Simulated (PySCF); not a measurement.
## Gas-phase XPS of `CS[SiH2][PH3+]`, computed

Compound: CH8PSSi (charge +1).
Geometry (PBE0-D3(BJ)/def2-SVP, Å), atoms numbered from 1 in this order:
```
atom  x, y, z in Å
C1     2.5721    0.6035   -0.4104
S2     0.7736    0.9064   -0.5866
Si3   -0.0477   -0.7967    0.3375
P4    -2.2856   -0.2531    0.0543
H5     2.8775   -0.2978   -0.9568
H6     3.0449    1.4802   -0.8725
H7     2.8650    0.5546    0.6461
H8     0.0615   -0.9269    1.8147
H9     0.0509   -2.1054   -0.3614
H10   -2.6361   -0.0784   -1.3023
H11   -3.1945   -1.2116    0.5544
H12   -2.6368    0.9599    0.6859
```

Method: delta-SCF UKS SCAN, pcX-2 on the ionised atom, pcseg-1 elsewhere, spin-free X2C in PySCF 2.14.0. Vertical ΔSCF values, vacuum level as zero.

Question: Give the core binding energies atom by atom.

Answer: 
```tsv
atom(s)	bonded to	level	binding energy (eV)	2p1/2 (eV)	count
Si3	S, 2 H and P	Si 2p3/2	112.41	113.04	1
P4	3 H and Si	P 2p3/2	143.70	144.59	1
C1	S and 3 H	C 1s	295.34	–	1
Si3	S, 2 H and P	Si 1s	1852.23	–	1
P4	3 H and Si	P 1s	2157.25	–	1
S2	C and Si	S 1s	2481.27	–	1
```

Question: What is the longest wavelength that can ionise P 2p3/2 of P4 vertically?

Answer: λ = hc/E = 12398.42 eV Å / 143.70 eV = 86.280 Å.

Question: Which effective nuclear charge Zeff reproduces each element's mean 1s value in the hydrogen-like formula E = 13.606 eV × Zeff²?

Answer: C (Z = 6): mean 295.3 eV, Zeff = 4.66, Z − Zeff = 1.34; Si (Z = 14): mean 1852.2 eV, Zeff = 11.67, Z − Zeff = 2.33; P (Z = 15): mean 2157.2 eV, Zeff = 12.59, Z − Zeff = 2.41; S (Z = 16): mean 2481.3 eV, Zeff = 13.50, Z − Zeff = 2.50. Means run over the listed sites, weighted by atom count.

Not every level is listed. For 2p shells one spin-free hole was relaxed; a mean-field spin–orbit operator and the ground-state splitting of the three 2p orbitals were then diagonalised within the shell. The shell's mean is (2 × 2p3/2 + 2p1/2)/3, and the degeneracies 2j + 1 give areas of 2:1. 2p1/2 minus 2p3/2 (ligand field included): Si 0.63 eV, P 0.89 eV. The species carries charge +1, so core ionisation leaves charge +2. Isolated species at its PBE0-D3(BJ)/def2-SVP geometry (one conformer only).

Hardware: one thread of an Arm Neoverse V1, no GPU (shared host). Cost: 38 s.
